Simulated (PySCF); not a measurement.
Shieldings and the share of exact exchange

Molecule: SMILES C=CC1C[SiH2]C1, C5H10Si.

Atom-mapped SMILES (the numbers label the heavy atoms): `[CH2:1]=[CH:2][CH:3]1[CH2:4][SiH2:5][CH2:6]1`. Hydrogens are named by the atom that carries them. Ha(C4), Ha(Si5), Ha(C6) are cis to C2 on the ring; Ha(C1) is cis to C3; Hb(C4), Hb(Si5), Hb(C6) are trans to C2 on the ring; Hb(C1) is trans to C3.

GIAO shieldings (ppm, equivalent atoms averaged) in PySCF on the PBE0-D3(BJ)/def2-SVP geometry, basis pcSseg-1, gas phase, non-relativistic:

| functional | exact exchange (%) | σ(C3) | σ(Si5) |
| --- | --- | --- | --- |
| BLYP | 0 | 124.2 | 351.0 |
| BP86 | 0 | 130.1 | 359.6 |
| PBE | 0 | 130.5 | 361.4 |
| PBE0 | 25 | 138.8 | 376.9 |
| mPW1PW91 | 25 | 138.2 | 374.9 |
| BHandHLYP | 50 | 140.5 | 382.7 |
| HF | 100 | 154.4 | 416.7 |

Problem. Fit each shielding as a line in the percentage of exact exchange.

Solution. σ(C3) = 129.4 + 0.26 x (rms 2.6 ppm); σ(Si5) = 358.2 + 0.58 x (rms 3.9 ppm). The functionals also differ in their semilocal parts, which the line can't hold; Hartree–Fock has no correlation at all.

Problem. What does the line predict for B3LYP (20 %), and what does the run give?

Solution. σ(C3): 134.6 predicted, 131.5 computed; σ(Si5): 369.8 predicted, 363.8 computed ppm.
